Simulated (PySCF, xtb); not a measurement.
C4H8S, SMILES C[C@H]1CCS1.

GFN2-xTB run with xtb 6.7.1 at its own geometry gives an orbital gap of 3.40 eV and a dipole moment of 2.70 D.

Geometry optimised at B3LYP-D3(BJ)/def2-SVP.

Question: What does ωB97X/def2-TZVP (PySCF) give? (An estimate is asked for; the answer gives what the named calculation found.)

Answer: gap 10.85 eV (levels -8.65 and 2.19 eV), dipole 2.02 D.
